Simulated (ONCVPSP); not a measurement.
# Which change was made? (Ta, ONCV)

```json
{"Element": "tantalum (Ta)", "Generator": "ONCVPSP 4.0.1", "Type": "optimised norm-conserving Vanderbilt (ONCV)", "Functional": "PBE", "Relativity": "scalar-relativistic", "Frozen core": "[Kr] 4d10 4f14", "Valence charge": "13", "Reference configuration": "5s2 5p6 5d4 6s1", "Partial waves": "5s+6s: rc 1.85 bohr, ncon 3, nbas 8, qcut 5 1/bohr, 2 projectors; 5p: rc 1.85 bohr, ncon 4, nbas 7, qcut 9.5 1/bohr, 2 projectors, debl 0.9 Ha; 5d: rc 2.95 bohr, ncon 5, nbas 10, qcut 4.7 1/bohr, 3 projectors, debl 3.1 Ha", "Local potential": "polynomial inside 1.25 bohr (lpopt 5, dvloc0 6 Ha)", "Core correction": "Teter function, fcfact 6, rcfact 1.1"}
```

In the p channel the program set the typed energies aside and used -1.391, 0.250 Ha.

Cutoffs, loose and tight: the cutoffs (Ha) at which the residual kinetic energy of the hardest occupied pseudo-wave falls to 1 and 0.1 mHa per electron. They do not see the model core or the augmentation charge, which bear on the density cutoff. Test errors are all-electron minus pseudo excitation energies from the reference, over the configurations 5s2 5p6 5d3 6s2; 5s2 5p6 5d3 6s1; 5s2 5p6 5d3 6s0; 5s2 5p6 5d3 6s1 6p1; variants that change the core or the reference have their own tests.

The base gives: outcome: generated, projector energies reset by the program; cutoff, loose: 25 Ha; cutoff, tight: 31 Ha; bound ghosts: none; GHOST(+) flags above zero: none; largest test error (meV): +14.

**Question.** After one change the result is: outcome: generated, projector energies reset by the program; cutoff, loose: 25 Ha; cutoff, tight: 31 Ha; bound ghosts: none; GHOST(+) flags above zero: none; largest test error (meV): -67. Which change was it?
A. core correction Teter function, fcfact 6, rcfact 1.98
B. core correction Teter function, fcfact 6, rcfact 1.54
C. core correction Teter function, fcfact 6, rcfact 1.78

**Answer.** C. The others give: core correction Teter function, fcfact 6, rcfact 1.98 → outcome: generated, projector energies reset by the program; cutoff, loose: 25 Ha; cutoff, tight: 31 Ha; bound ghosts: none; GHOST(+) flags above zero: none; largest test error (meV): -171 | core correction Teter function, fcfact 6, rcfact 1.54 → outcome: generated, projector energies reset by the program; cutoff, loose: 25 Ha; cutoff, tight: 31 Ha; bound ghosts: none; GHOST(+) flags above zero: none; largest test error (meV): +7.9.
